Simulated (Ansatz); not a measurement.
Reaction (isomerisation): `Cl[C]1=[CH][SnH2]1` → `C#[C][SnH2][Cl]`

Computed with Ansatz on PBE0-D4/def2-TZVP structures; ΔE is electronic, products minus reactants. CCSD(T)/CBS is the MP2 limit (def2-TZVPP, def2-QZVPP) plus CCSD(T) − MP2 in def2-TZVPP, frozen cores. Functionals use def2-TZVPP. HSE06 is defined as in plane-wave codes. def2 core potentials past Kr. For Sn outer-core shells are correlated without core-valence functions, which leaves a few kJ/mol of doubt a bond.

`Cl[C]1=[CH][SnH2]1`:

Cartesian coordinates in Å:
```
Cl 2.252 -0.257 -1.503
C 0.882 -0.097 -0.488
C 0.731 -0.039 0.824
Sn -1.164 0.103 -0.095
H 1.389 -0.069 1.685
H -2.176 -1.257 -0.162
H -1.914 1.616 -0.261
```

`C#[C][SnH2][Cl]`:

Cartesian coordinates in Å:
```
C 0.573 0.957 1.850
C 0.306 0.435 0.796
Sn -0.127 -0.458 -1.021
Cl -2.322 -1.215 -0.879
H 0.803 1.418 2.784
H -0.083 0.688 -2.271
H 0.849 -1.825 -1.259
```

| level | ΔE (kJ/mol) | difference from CCSD(T)/CBS |
| --- | --- | --- |
| LDA (SPW92) | -129.3 | 67.7 |
| BLYP-D4 | -181.5 | 15.5 |
| r2SCAN-D4 | -175.4 | 21.6 |
| HSE06-D4 | -168.5 | 28.5 |
| PBE-QIDH | -185.7 | 11.3 |
| revPBE | -163.2 | 33.8 |
| HSE06 | -169.5 | 27.5 |
| CAM-B3LYP | -201.3 | -4.3 |
| MP2/def2-TZVPP | -195.3 | 1.7 |
| CCSD(T)/def2-TZVPP | -196.0 | 1.0 |
| CCSD(T)/CBS | -197.0 | 0 |

Largest T1 diagnostic among the species: 0.015.

From r2SCAN to r2SCAN0 (25 % exact exchange), in def2-TZVPP and without D4, ΔE moves by −7.8 kJ/mol. In def2-TZVPP, CCSD(T) changes the Hartree–Fock value by +61.1 kJ/mol (the triples alone add +11.1 kJ/mol) and MP2 by +61.7 kJ/mol. Leaving LDA and LC-ωPBE aside and taking each functional with its dispersion term where it has one, the values, not all of them listed here, spread over 57.4 kJ/mol, from BHLYP-D4 to PBE-D4. LDA lies +26.4 kJ/mol from PBE without D4.
